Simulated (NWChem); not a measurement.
Species: CHS2 cation; SMILES S=C=[SH+]

```xyz
4

S      0.0156    -1.6026     0.0000
C     -0.0246    -0.0956     0.0000
S      0.0750     1.5415     0.0000
H     -1.2790     1.7232     0.0000
```
Atoms are numbered in this order, from 1.

All runs: NWChem. STO-3G and 3-21G are far too small for this property and stand as cheap habits. Geometry: optimised at PBE0/def2-SVP. GIAO values for the isolated, static molecule; σ is the absolute isotropic shielding, δ = σ(reference) − σ with the isolated reference molecule computed at the same levels (13C: tetramethylsilane, 1H: tetramethylsilane).

```json
[
 {"level": "KT2/pcSseg-1", "σ S1 (ppm)": "251.8", "δ C2 (ppm)": "191.8", "σ S3 (ppm)": "487.3", "δ H4 (ppm)": "6.69", "relative time": "6"},
 {"level": "PBE0/pcSseg-2", "σ S1 (ppm)": "198.8", "δ C2 (ppm)": "216.9", "σ S3 (ppm)": "475.0", "δ H4 (ppm)": "6.56", "relative time": "50"},
 {"level": "Hartree-Fock/STO-3G", "σ S1 (ppm)": "395.4", "δ C2 (ppm)": "213.1", "σ S3 (ppm)": "675.0", "δ H4 (ppm)": "5.30", "relative time": "1"},
 {"level": "PBE0/pcSseg-1", "σ S1 (ppm)": "191.4", "δ C2 (ppm)": "211.9", "σ S3 (ppm)": "475.0", "δ H4 (ppm)": "6.76", "relative time": "10"},
 {"level": "PBE/pcSseg-1", "σ S1 (ppm)": "196.0", "δ C2 (ppm)": "201.8", "σ S3 (ppm)": "462.9", "δ H4 (ppm)": "6.62", "relative time": "8"}
]
```

The last column is a rough cost ratio, cheapest run = 1.
